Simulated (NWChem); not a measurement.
A series in which one site is exchanged, each optimised at PBE0/def2-SVP with NWChem, gas phase unless a solvent is named. Low-valent species are run as closed-shell singlets; no triplet was tried in these runs. For some, no frequency run checked for a minimum. def2 effective core potentials on I, Pb; no spin-orbit coupling.

A: [F][Pb][F] (PbF2; site = F)
B: [F][PbH] (PbHF; site = H)
C: [F][Pb][Br] (PbBrF; site = Br)
D: [F][Pb][I] (PbIF; site = I)

Values for A:

```
Quantity                                                   Value
---------------------------------------------------------  -----
dipole (D), PBE0/def2-SVP                                   4.74
orbital gap (eV), PBE0/def2-SVP                             6.02
vertical ionisation energy, ΔSCF, CAM-B3LYP/def2-SVP (eV)  11.33
static polarisability, CAM-B3LYP/def2-SVPD (bohr³)          36.7
```

How do these values change for the other members?


```csv
change from A,B,C,D
"dipole (D), PBE0/def2-SVP",-1.14,-0.18,-0.32
"orbital gap (eV), PBE0/def2-SVP",-1.78,-1.12,-1.73
"vertical ionisation energy, ΔSCF, CAM-B3LYP/def2-SVP (eV)",-1.86,-1.14,-1.41
"static polarisability, CAM-B3LYP/def2-SVPD (bohr³)",+6.6,+27.2,+43.8
```
